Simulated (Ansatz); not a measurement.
A CCSD(T) single point on GeH3O, SMILES `[O][GeH3]` radical.

```yaml
crystal:
  periodic: [false, false, false]
  atoms:
    - {symbol: O, position_ang: [-1.443947, 0.418578, 0.777294]}
    - {symbol: Ge, position_ang: [0.072258, -0.056317, -0.056877]}
    - {symbol: H, position_ang: [-0.162214, -0.091173, -1.574727]}
    - {symbol: H, position_ang: [0.547956, -1.418134, 0.471541]}
    - {symbol: H, position_ang: [1.035746, 1.073447, 0.341368]}
basis:
  gaussian: {orbitals: def2-SVP}
magnetization: {spin_polarized: true, initial_magnetization: 1}
correlation: {method: ccsd_t}
scf: {omitted_lower_state_checks: [cluster_reference]}
```

```sh
$ ansatz run in.yaml --threads 2 --pin off --events-out ev --progress --plain
```

The program prints (abridged):

```
Functional definition: HF
595 factors; integrals over basis functions are off by at most 1.5e-3 eV
mean field evaluation 1: about -58541.3207 eV, gradient 2.8e1 eV
mean field evaluation 2: about -58541.3377 eV, gradient 2.8e1 eV
mean field evaluation 4: about -58547.4871 eV, gradient 6.1e0 eV
mean field evaluation 8: about -58548.0840 eV, gradient 4.2e-1 eV
mean field evaluation 16: about -58548.0890 eV, gradient 1.5e-6 eV
mean field -58548.08904698 eV, -2151.6025871562 hartree, gradient 1.5e-6 eV, S^2 0.757061; 6 other end points of the search recorded, 0 dependent functions left out
10 core orbitals not correlated: weight in the atoms' cores, before any rotation towards them, 1.000 or more for the frozen orbitals, at most 0.000 for the correlated occupied ones
reference -58548.08904698 eV, -2151.6025871562 hartree; 12, 11 occupied and 39, 40 virtual orbitals, 595 factors
second order -10.21923531 eV of doubles, -0.00000000 eV of singles
cycle   1  -10.42061413 eV  change   -2.0e-1 eV  update   8.1e-2
cycle   2  -10.78135519 eV  change   -3.6e-1 eV  update   2.6e-2
cycle   3  -10.85240141 eV  change   -7.1e-2 eV  update   1.5e-2
cycle   4  -10.84858041 eV  change    3.8e-3 eV  update   6.5e-3
cycle   5  -10.85280042 eV  change   -4.2e-3 eV  update   3.5e-3
cycle   6  -10.85361677 eV  change   -8.2e-4 eV  update   1.5e-3
cycle   7  -10.85391310 eV  change   -3.0e-4 eV  update   5.1e-4
cycle   8  -10.85411233 eV  change   -2.0e-4 eV  update   2.7e-4
cycle   9  -10.85402650 eV  change    8.6e-5 eV  update   1.5e-4
cycle  10  -10.85397544 eV  change    5.1e-5 eV  update   1.0e-4
cycle  11  -10.85399551 eV  change   -2.0e-5 eV  update   7.3e-5
cycle  12  -10.85401221 eV  change   -1.7e-5 eV  update   5.1e-5
cycle  13  -10.85403106 eV  change   -1.9e-5 eV  update   2.6e-5
perturbative correction -0.24785559 eV, -0.0091085249 hartree
Total energy: -58559.19093363 eV, -2152.0105739655 hartree
Checks for a lower state left out: cluster_reference
```

Hardware: 2 threads of a server CPU on a shared host. Wall time 3.2 s, peak host memory 0.2 GiB.

Correlation energy per correlated electron: -0.483 eV. T1 diagnostic: 0.0142.
